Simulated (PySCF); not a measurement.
Mapped SMILES: `[CH2:1]=[C:2]([CH3:3])[c:4]1[cH:5][cH:6][cH:7][cH:8][cH:9]1`. Hydrogens are named by the atom that carries them. Ha(C1) is cis to C3; Hb(C1) is trans to C3.

GIAO PBE0/pcSseg-1 shifts (PySCF, gas phase, non-relativistic, equivalent atoms averaged), each against references optimised in the same way as the molecule (TMS).

On the GFN2-xTB geometry: C2 154.2, C4 148.6, C6/C8 133.8, C7 133.1, C5/C9 131.4, C1 119.7, C3 24.9, H(C5)/H(C9) 7.65, H(C6)/H(C8) 7.62, H(C7) 7.56, Hb(C1) 5.55, Ha(C1) 5.44, H(C3) 2.27 ppm.

Problem. What changes on the PBE0-D3(BJ)/def2-SVP geometry?

Solution. 
```tsv
atoms	δ (ppm)	change
C2	151.6	-2.6
C4	145.7	-2.9
C6/C8	133.6	-0.2
C7	133.3	+0.2
C5/C9	130.7	-0.7
C1	119.8	+0.1
C3	23.7	-1.2
H(C5)/H(C9)	7.56	-0.09
H(C6)/H(C8)	7.43	-0.19
H(C7)	7.37	-0.19
Hb(C1)	5.75	+0.20
Ha(C1)	5.42	-0.02
H(C3)	2.16	-0.11
```

Bonds between heavy atoms that differ most (equivalent bonds averaged): C1–C2 1.329 → 1.343 Å, C2–C4 1.473 → 1.484 Å, C4–C5 1.394 → 1.404 Å, C5–C6 1.382 → 1.392 Å, C6–C7 1.385 → 1.394 Å. Mean change of bonds to hydrogen: C–H +0.013 Å.
